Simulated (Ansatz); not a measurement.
[M(NH3)6] with several metals: PBE0-D4/def2-TZVP single points in Ansatz on relaxed structures, gas phase. Core potentials for Ce, Er, Eu, Gd, Ho, Nd, Pr, Sm, Tb, Tm, Yb, no spin–orbit coupling. HOMO and LUMO are taken over both spins. With an open 4f shell the SCF may have ended above the lowest state. Names give formal oxidation states. The structures are stationary points that may keep the symmetry of their start. Remarks come from the PBE and PBE0 runs and from stability tests at other levels; not every state was tested.

| species | atoms | state | geometry | HOMO (eV) | LUMO (eV) | gap (eV) | lowest of the spins relaxed | point group (within 0.1 Å) | remarks |
| --- | --- | --- | --- | --- | --- | --- | --- | --- | --- |
| [Ce(NH3)6]3+ (CeN6H18³⁺) | 25 | doublet | PBE-D4/def2-SVP | -19.29 | -13.23 | 6.05 | – | – | – |
| [Pr(NH3)6]3+ (PrN6H18³⁺) | 25 | triplet | PBE-D4/def2-SVP | -20.80 | -14.50 | 6.30 | – | – | – |
| [Sm(NH3)6]3+ (SmN6H18³⁺) | 25 | sextet | PBE-D4/def2-SVP | -21.01 | -16.34 | 4.67 | – | – | spin-contaminated (⟨S²⟩ up to 8.87) |
| [Eu(NH3)6]3+ (EuN6H18³⁺) | 25 | septet | PBE-D4/def2-SVP | -21.02 | -17.43 | 3.59 | – | – | spin-contaminated (⟨S²⟩ up to 12.23) |
| [Tb(NH3)6]3+ (TbN6H18³⁺) | 25 | septet | r2SCAN-D4/def2-SVP | -21.08 | -13.26 | 7.83 | – | – | – |
| [Ho(NH3)6]3+ (HoN6H18³⁺) | 25 | quintet | PBE-D4/def2-SVP | -21.43 | -13.86 | 7.57 | – | – | – |
| [Er(NH3)6]3+ (ErN6H18³⁺) | 25 | quartet | PBE-D4/def2-SVP | -21.46 | -14.24 | 7.22 | – | – | – |
| [Tm(NH3)6]3+ (TmN6H18³⁺) | 25 | triplet | PBE-D4/def2-SVP | -21.51 | -15.24 | 6.27 | – | – | – |

(1) Estimate the rows for [Ni(NH3)6]3+ (NiN6H18³⁺) (doublet, PBE-D4/def2-SVP geometry); [Nd(NH3)6]3+ (NdN6H18³⁺) (quartet, r2SCAN-D4/def2-SVP geometry); [Gd(NH3)6]3+ (GdN6H18³⁺) (octet, r2SCAN-D4/def2-SVP geometry); [Yb(NH3)6]3+ (YbN6H18³⁺) (doublet, PBE-D4/def2-SVP geometry).

(1) 
```csv
species,atoms,state,geometry,HOMO (eV),LUMO (eV),gap (eV),lowest of the spins relaxed,point group (within 0.1 Å)
[Ni(NH3)6]3+ (NiN6H18³⁺),25,doublet,PBE-D4/def2-SVP,-20.54,-17.19,3.35,"doublet, of doublet/quartet",Ci
[Nd(NH3)6]3+ (NdN6H18³⁺),25,quartet,r2SCAN-D4/def2-SVP,-21.04,-14.56,6.48,–,–
[Gd(NH3)6]3+ (GdN6H18³⁺),25,octet,r2SCAN-D4/def2-SVP,-21.25,-12.95,8.30,–,–
[Yb(NH3)6]3+ (YbN6H18³⁺),25,doublet,PBE-D4/def2-SVP,-21.48,-16.06,5.42,–,–
```

The gap (eV) runs from 3.35 ([Ni(NH3)6]3+) to 8.30 ([Gd(NH3)6]3+).
